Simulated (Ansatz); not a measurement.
H4OSi2, SMILES `O=[SiH][SiH3]` (charge 0, multiplicity 1).

Cartesian coordinates (Å):
```xyz
7

O      2.2455    -1.0372     0.5743
Si     1.3403     0.0156    -0.0573
Si    -1.0105    -0.0407     0.0690
H      1.8902     1.1731    -0.8213
H     -1.4386    -1.1262     0.9736
H     -1.5398    -0.2591    -1.2987
H     -1.4871     1.2744     0.5604
```
Charge 0, spin multiplicity 1.

Frozen-core energies in 6-31g from Ansatz (a program for electronic structure) at a geometry from B3LYP-D3(BJ)/def2-TZVP; the HF reference has <S^2> = 0.00 (restricted, and unstable towards unrestricted orbitals) and the T1 diagnostic is 0.022.

```csv
level,energy (Ha)
HF,-654.85138
MP2,-655.10584
CCSD,-655.12546
CCSD(T),-655.13407
```

Estimate the energies of CCSDT, CCSDT(Q) and CCSDTQ, and give each level's difference from CCSDTQ.


```
level     energy (Ha)  difference from CCSDTQ (mHa)
--------  -----------  ----------------------------
MP2        -655.10584                         30.10
CCSD       -655.12546                         10.48
CCSD(T)    -655.13407                          1.87
CCSDT      -655.13495                          0.99
CCSDT(Q)   -655.13614                         -0.20
CCSDTQ     -655.13594                          0.00
```
